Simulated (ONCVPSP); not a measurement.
Ta: variants of one ONCV potential

Base potential:

- Element: tantalum (Ta)
- Generator: ONCVPSP 4.0.1
- Type: optimised norm-conserving Vanderbilt (ONCV)
- Functional: LDA (Perdew-Zunger)
- Relativity: scalar-relativistic
- Frozen core: [Kr] 4d10 4f14
- Valence charge: 13
- Reference configuration: 5s2 5p6 5d3 6s1 (charge +1)
- Partial waves: 5s+6s: rc 1.85 bohr, ncon 3, nbas 6, qcut 5.2 1/bohr, 2 projectors; 5p: rc 1.85 bohr, ncon 4, nbas 7, qcut 6.1 1/bohr, 2 projectors, debl 2.6 Ha; 5d: rc 2.15 bohr, ncon 3, nbas 8, qcut 8.4 1/bohr, 1 projector
- Local potential: polynomial inside 1.50 bohr (lpopt 5, dvloc0 6 Ha)
- Core correction: Teter function, fcfact 2.25, rcfact 1.4

Cutoffs, loose and tight: the cutoffs (Ha) at which the residual kinetic energy of the hardest occupied pseudo-wave falls to 1 and 0.1 mHa per electron. They do not see the model core or the augmentation charge, which bear on the density cutoff. Test errors are all-electron minus pseudo excitation energies from the reference, over the configurations 5s2 5p6 5d3 6s2; 5s2 5p6 5d3 6s0; 5s2 5p6 5d2 6s0; 5s2 5p6 5d1 6s0. A dash means not determined; rows that change the core or the reference have their own tests.

| change | outcome | cutoff, loose | cutoff, tight | bound ghosts | GHOST(+) flags above zero | largest test error (meV) |
| --- | --- | --- | --- | --- | --- | --- |
| base | generated | 14 Ha | 17 Ha | none | none | -64 |
| s: qcut 3.3; p: qcut 3.9; d: qcut 5.3 | generated | 18 Ha | 37 Ha | none | none | -39 |
| s: qcut 6; p: qcut 7.1; d: qcut 9.7 | generated | 13 Ha | 24 Ha | none | none | -60 |
| s: qcut 7.5; p: qcut 8.9; d: qcut 12.2 | generated | 28 Ha | 35 Ha | none | none | -54 |

Problem. What comes out with this change to the base: s: qcut 4.9; p: qcut 5.7; d: qcut 7.9?

Solution. outcome: generated; cutoff, loose: 14 Ha; cutoff, tight: 20 Ha; bound ghosts: none; GHOST(+) flags above zero: none; largest test error (meV): -65.

Problem. What comes out with this change to the base: s: qcut 6.7; p: qcut 7.8; d: qcut 10.8?

Solution. outcome: generated; cutoff, loose: 25 Ha; cutoff, tight: 33 Ha; bound ghosts: none; GHOST(+) flags above zero: none; largest test error (meV): -54.

Problem. What comes out with this change to the base: s: qcut 4.2; p: qcut 4.9; d: qcut 6.7?

Solution. outcome: generated; cutoff, loose: 13 Ha; cutoff, tight: 33 Ha; bound ghosts: none; GHOST(+) flags above zero: none; largest test error (meV): -61.
